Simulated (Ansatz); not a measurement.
A run for Ansatz (an electronic-structure program): R-PBE/def2-TZVPP on ClH2In (SMILES [Cl][InH2]), atoms moved off the minimum. Elements past Kr take the def2 small-core potentials; no spin–orbit coupling.

Ansatz 0.2 input:
```yaml
crystal:
  periodic: [false, false, false]
  atoms:
    - {symbol: In, position_ang: [0.00864887, -0.13111010, -0.57889993]}
    - {symbol: H, position_ang: [-1.36657350, -0.33924068, -1.19757443]}
    - {symbol: H, position_ang: [1.52592732, -0.47754876, -0.99191033]}
    - {symbol: Cl, position_ang: [-0.00290247, 0.75289440, 1.70160373]}
basis:
  gaussian:
    orbitals: def2-TZVPP
hamiltonian:
  xc: {name: PBE}
scf: {lower_state_search: off}
output: {forces: true}
```

Program output:

```
WARN ansatz: RAYON_NUM_THREADS=1 ignored (pool sized by the plan → 1); use --threads N
Functional definition: PBE
these checks for a lower state are left out or cut short: stability, starts, cluster_reference, orbital_swaps, neighbouring_geometries, increment
integrals: 0.04 GiB planned
800 factors; their error is unknown
mean field: 0.30 GiB planned
mean field evaluation 1: about -17722.8881 eV, gradient 2.6e1 eV
mean field evaluation 2: about -17719.0935 eV, gradient 4.7e1 eV
mean field evaluation 4: about -17724.6930 eV, gradient 2.0e0 eV
mean field evaluation 8: about -17724.7016 eV, gradient 2.5e-2 eV
mean field evaluation 16: about -17724.6881 eV, gradient 2.3e-4 eV
mean field -17724.68812393 eV, -651.3702743294 hartree, gradient 4.6e-6 eV, S^2 0.000000; 0 other end points of the search recorded, 0 dependent functions left out
the calculation of the forces begins
reference -17724.68817576 eV, -651.3702762342 hartree; 20, 20 occupied and 100, 100 virtual orbitals, 800 factors
Total energy: -17724.68817576 eV, -651.3702762342 hartree
Atom 0 at     0.008649    -0.131110    -0.578900 Å, force     1.711712     0.751350     2.304714 eV/Å
Atom 1 at    -1.366574    -0.339241    -1.197574 Å, force    -3.213631    -0.304352    -1.265313 eV/Å
Atom 2 at     1.525927    -0.477549    -0.991910 Å, force     1.549409    -0.218218    -0.334979 eV/Å
Atom 3 at    -0.002902     0.752894     1.701604 Å, force    -0.047491    -0.228780    -0.704422 eV/Å
Dipole moment:    -0.036972    -0.229984    -0.671508 e Å
Checks for a lower state left out: stability, starts, cluster_reference, orbital_swaps, neighbouring_geometries, increment
```

The run converged.

Cost: around 1.8 core-seconds (rough).
